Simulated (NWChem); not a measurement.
# CHOS cation; SMILES [OH+]=C=S

Program: NWChem. Pople sets run with spherical d functions. The geometry was optimised at PBE0-D3(BJ)/def2-TZVP. Level: PBE/6-31G* with COSMO at NWChem's default radii, gas-phase geometry; rows give the dielectric constant. Reactions with the solvent are ignored.

| dielectric constant | electrostatic solvation energy (kcal/mol) |
|---|---|
| 2.4 | -40.6 |
| 3.9 | -51.9 |
| 4.8 | -55.2 |
| 25.0 | -67.1 |
| 37.5 | -68.1 |
